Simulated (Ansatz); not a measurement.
Consider the formal exchange of groups at a B–N bond: `OCNBF` + `NCC[CH2][AlH2]` → `FBC[CH2][AlH2]` + `NCNCO`.

Calculated with Ansatz (gas phase, PBE0-D4/def2-TZVP geometries, no zero-point term in ΔE). CCSD(T)/CBS is the MP2 limit (def2-TZVPP, def2-QZVPP) plus CCSD(T) − MP2 in def2-TZVPP, frozen cores. DFT in def2-TZVPP. B3LYP here is the variant with VWN-RPA as its local correlation; programs differ in this. One conformer a species, not always the lowest.

| level | ΔE (kJ/mol) | difference from CCSD(T)/CBS |
| --- | --- | --- |
| PBE-D4 | 131.0 | -3.1 |
| ωB97X-V | 132.6 | -1.5 |
| ωB97M-V | 134.8 | 0.7 |
| PBE | 131.1 | -3.0 |
| B3LYP | 135.8 | 1.7 |
| MP2/def2-TZVPP | 134.1 | 0.0 |
| HF/def2-QZVPP | 142.2 | 8.1 |
| MP2/def2-QZVPP | 134.7 | 0.6 |
| SCS-MP2/def2-QZVPP | 136.0 | 1.9 |
| CCSD/CBS(def2) | 136.3 | 2.2 |
| CCSD(T)/CBS | 134.1 | 0 |

Largest T1 diagnostic among the species: 0.012.

From PBE to PBE0 (25 % exact exchange), in def2-TZVPP and without D4, ΔE moves by +4.0 kJ/mol. In def2-TZVPP, CCSD(T) changes the Hartree–Fock value by −8.8 kJ/mol (the triples alone add −2.2 kJ/mol) and MP2 by −7.9 kJ/mol.
